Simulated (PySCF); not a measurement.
C3H5NOSi, SMILES C1=N[Si@H](O)C=C1.

Geometry: PBE-D3(BJ)/def2-SVP. The structure was generated by enumeration; whether it is a known compound was not checked. Other conformers were not sampled.

Level of theory: PySCF with PBE-D3(BJ)/def2-SVP.

Frequencies are harmonic and unscaled.

Question: Estimate the vibrational spectrum. (Estimate from the structure and the level; the computed values follow.)

Answer: 
```json
[
 {"mode": "1", "ν (cm⁻¹)": "135", "IR (km/mol)": "1.1", "moving atoms (share of kinetic energy)": "O 32 %, C 26 %, H 19 %, Si 15 %, N 8 %"},
 {"mode": "2", "ν (cm⁻¹)": "172", "IR (km/mol)": "35.5", "moving atoms (share of kinetic energy)": "H 62 %, C 13 %, O 11 %"},
 {"mode": "3", "ν (cm⁻¹)": "282", "IR (km/mol)": "74.5", "moving atoms (share of kinetic energy)": "H 46 %, O 36 %, C 9 %"},
 {"mode": "4", "ν (cm⁻¹)": "393", "IR (km/mol)": "20.7", "moving atoms (share of kinetic energy)": "C 42 %, H 16 %, N 15 %, O 15 %, Si 12 %"},
 {"mode": "5", "ν (cm⁻¹)": "441", "IR (km/mol)": "6.0", "moving atoms (share of kinetic energy)": "C 37 %, H 34 %, N 24 %"},
 {"mode": "6", "ν (cm⁻¹)": "486", "IR (km/mol)": "23.0", "moving atoms (share of kinetic energy)": "Si 40 %, C 29 %, N 17 %, H 10 %"},
 {"mode": "7", "ν (cm⁻¹)": "617", "IR (km/mol)": "12.2", "moving atoms (share of kinetic energy)": "C 45 %, Si 33 %, N 15 %"},
 {"mode": "8", "ν (cm⁻¹)": "683", "IR (km/mol)": "40.4", "moving atoms (share of kinetic energy)": "H 77 %, C 18 %"},
 {"mode": "9", "ν (cm⁻¹)": "703", "IR (km/mol)": "5.2", "moving atoms (share of kinetic energy)": "N 40 %, H 39 %, C 14 %"},
 {"mode": "10", "ν (cm⁻¹)": "705", "IR (km/mol)": "44.4", "moving atoms (share of kinetic energy)": "H 59 %, C 24 %"},
 {"mode": "11", "ν (cm⁻¹)": "775", "IR (km/mol)": "22.8", "moving atoms (share of kinetic energy)": "H 74 %, O 17 %"},
 {"mode": "12", "ν (cm⁻¹)": "829", "IR (km/mol)": "64.4", "moving atoms (share of kinetic energy)": "H 40 %, C 39 %, N 13 %"},
 {"mode": "13", "ν (cm⁻¹)": "866", "IR (km/mol)": "297.7", "moving atoms (share of kinetic energy)": "H 66 %, Si 13 %, O 9 %"},
 {"mode": "14", "ν (cm⁻¹)": "899", "IR (km/mol)": "40.5", "moving atoms (share of kinetic energy)": "O 31 %, Si 31 %, H 30 %"},
 {"mode": "15", "ν (cm⁻¹)": "922", "IR (km/mol)": "47.0", "moving atoms (share of kinetic energy)": "C 65 %, H 27 %"},
 {"mode": "16", "ν (cm⁻¹)": "935", "IR (km/mol)": "11.5", "moving atoms (share of kinetic energy)": "H 70 %, C 23 %"},
 {"mode": "17", "ν (cm⁻¹)": "975", "IR (km/mol)": "0.6", "moving atoms (share of kinetic energy)": "H 67 %, C 33 %"},
 {"mode": "18", "ν (cm⁻¹)": "1040", "IR (km/mol)": "22.2", "moving atoms (share of kinetic energy)": "H 85 %, C 10 %"},
 {"mode": "19", "ν (cm⁻¹)": "1255", "IR (km/mol)": "11.7", "moving atoms (share of kinetic energy)": "H 67 %, C 31 %"},
 {"mode": "20", "ν (cm⁻¹)": "1313", "IR (km/mol)": "9.9", "moving atoms (share of kinetic energy)": "H 73 %, C 18 %, N 9 %"},
 {"mode": "21", "ν (cm⁻¹)": "1529", "IR (km/mol)": "29.7", "moving atoms (share of kinetic energy)": "C 85 %, N 11 %"},
 {"mode": "22", "ν (cm⁻¹)": "1623", "IR (km/mol)": "29.1", "moving atoms (share of kinetic energy)": "C 66 %, N 29 %"},
 {"mode": "23", "ν (cm⁻¹)": "2214", "IR (km/mol)": "90.9", "moving atoms (share of kinetic energy)": "H 97 %"},
 {"mode": "24", "ν (cm⁻¹)": "2975", "IR (km/mol)": "65.6", "moving atoms (share of kinetic energy)": "H 92 %, C 8 %"},
 {"mode": "25", "ν (cm⁻¹)": "3086", "IR (km/mol)": "20.3", "moving atoms (share of kinetic energy)": "H 92 %, C 8 %"},
 {"mode": "26", "ν (cm⁻¹)": "3150", "IR (km/mol)": "1.3", "moving atoms (share of kinetic energy)": "H 91 %, C 9 %"},
 {"mode": "27", "ν (cm⁻¹)": "3764", "IR (km/mol)": "82.7", "moving atoms (share of kinetic energy)": "H 94 %"}
]
```
